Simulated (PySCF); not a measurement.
## Atomic charges against the basis set

C3H10BP.
Geometry (PBE0-D3(BJ)/def2-SVP, Å), atoms numbered from 1 in this order:
```
atom  x, y, z in Å
C1    -1.6074   -0.3810   -0.7008
C2    -0.3457   -0.3652    0.1613
C3    -0.4651    0.6632    1.2991
B4     0.9433    0.0419   -0.6422
P5     2.5596   -0.9119   -0.5463
H6    -2.4971   -0.6400   -0.1022
H7    -1.7872    0.6066   -1.1557
H8    -1.5358   -1.1134   -1.5198
H9    -0.2167   -1.3599    0.6246
H10   -1.3496    0.4479    1.9217
H11    0.4159    0.6576    1.9600
H12   -0.5819    1.6860    0.9047
H13    0.8924    0.9606   -1.4329
H14    3.5442    0.1109   -0.5565
H15    2.6295   -1.2905    0.8221
```

PBE0 throughout (PySCF), one geometry, spherical d and f functions. The structure is a single PBE0-D3(BJ)/def2-SVP conformer in the gas phase; no vibrational or solvent corrections. Atoms taken as equivalent share a column and are averaged. The first 7 of 8 kinds of atom are listed.

Mulliken charges (e):

```tsv
basis	functions	C1/C3	C2	B4	P5	H6 (×6)	H9	H13
STO-3G	39	-0.229	-0.151	+0.061	+0.213	+0.074	+0.064	-0.056
6-31G	69	-0.494	-0.311	+0.119	-0.027	+0.167	+0.164	+0.002
pcSseg-0	69	-0.597	-0.767	+0.284	-0.268	+0.230	+0.256	+0.098
6-31G*	94	-0.536	-0.240	+0.116	-0.142	+0.176	+0.164	+0.015
cc-pVDZ	124	-0.060	-0.158	-0.015	-0.062	+0.042	+0.018	+0.011
def2-SVP	124	-0.059	-0.194	-0.016	-0.021	+0.043	+0.042	+0.013
6-311+G(2d,p)	203	-0.621	+0.127	+0.106	-0.148	+0.152	+0.108	+0.008
aug-cc-pVDZ	209	+0.560	+0.028	-0.445	-0.986	-0.165	-0.304	+0.737
def2-TZVP	221	-0.378	-0.080	+0.023	-0.203	+0.125	+0.082	+0.032
IGLO-III	284	-0.390	-0.180	+0.108	+0.164	+0.124	+0.123	-0.052
cc-pVTZ	294	-0.291	-0.079	-0.018	-0.091	+0.097	+0.082	+0.023
pcSseg-2	327	-0.084	-0.206	+0.143	+0.026	+0.040	+0.018	-0.024
```

IAO charges (e):

```
        basis  functions   C1/C3      C2      B4      P5  H6 (×6)      H9     H13
       STO-3G         39  -0.380  -0.245  -0.046  +0.218   +0.129  +0.124  +0.002
        6-31G         69  -0.418  -0.224  -0.038  +0.047   +0.142  +0.132  +0.021
     pcSseg-0         69  -0.405  -0.242  -0.049  +0.041   +0.140  +0.136  +0.022
       6-31G*         94  -0.397  -0.221  -0.035  +0.102   +0.135  +0.126  +0.014
      cc-pVDZ        124  -0.396  -0.219  -0.045  +0.100   +0.135  +0.126  +0.017
     def2-SVP        124  -0.385  -0.220  -0.045  +0.113   +0.131  +0.124  +0.014
6-311+G(2d,p)        203  -0.409  -0.226  -0.047  +0.110   +0.139  +0.130  +0.018
  aug-cc-pVDZ        209  -0.407  -0.224  -0.042  +0.090   +0.139  +0.129  +0.018
    def2-TZVP        221  -0.409  -0.226  -0.047  +0.112   +0.139  +0.130  +0.018
     IGLO-III        284  -0.410  -0.227  -0.049  +0.113   +0.140  +0.131  +0.018
      cc-pVTZ        294  -0.410  -0.226  -0.045  +0.102   +0.140  +0.131  +0.018
     pcSseg-2        327  -0.409  -0.227  -0.046  +0.110   +0.139  +0.130  +0.018
```

Some averages cover members that differ in this geometry, most widely: H6 (×6), Mulliken in aug-cc-pVDZ -0.213 to -0.117; C1/C3, Mulliken in aug-cc-pVDZ +0.527 to +0.593; C1/C3, Mulliken in pcSseg-0 -0.612 to -0.582; C1/C3, Mulliken in pcSseg-2 -0.099 to -0.070 e.

Q: Which scheme is steadiest as the basis changes?

A: Largest range over the bases for any column: IAO 0.18 e, Mulliken 1.20 e. IAO charges move least and Mulliken charges most, counted in e. Without the minimal STO-3G basis the ranges are IAO 0.07, Mulliken 1.18 e.

Q: How much do the charges still move between the two largest bases, cc-pVTZ and pcSseg-2?

A: At most, over all atoms: Mulliken 0.220 e, IAO 0.008 e.

Q: What do the same runs give for the total energy, the frontier levels and the dipole moment?

A: 
| basis | energy (Eh) | HOMO (eV) | LUMO (eV) | μ (D) |
| --- | --- | --- | --- | --- |
| STO-3G | -480.6611 | -4.43 | 2.18 | 0.90 |
| 6-31G | -486.1253 | -7.12 | -0.98 | 1.47 |
| pcSseg-0 | -485.4825 | -7.34 | -1.29 | 1.54 |
| 6-31G* | -486.1854 | -7.13 | -1.03 | 1.22 |
| cc-pVDZ | -486.2160 | -7.17 | -1.17 | 1.03 |
| def2-SVP | -486.0012 | -7.19 | -1.21 | 1.06 |
| 6-311+G(2d,p) | -486.2596 | -7.28 | -1.35 | 1.00 |
| aug-cc-pVDZ | -486.2253 | -7.27 | -1.32 | 0.99 |
| def2-TZVP | -486.2700 | -7.26 | -1.32 | 0.98 |
| IGLO-III | -486.2761 | -7.25 | -1.30 | 0.94 |
| cc-pVTZ | -486.2723 | -7.26 | -1.30 | 0.98 |
| pcSseg-2 | -486.2791 | -7.28 | -1.35 | 1.02 |

The dipole is fixed by the density alone, so its range of 0.64 D shows that the density itself changes with the basis, not only its division among atoms.
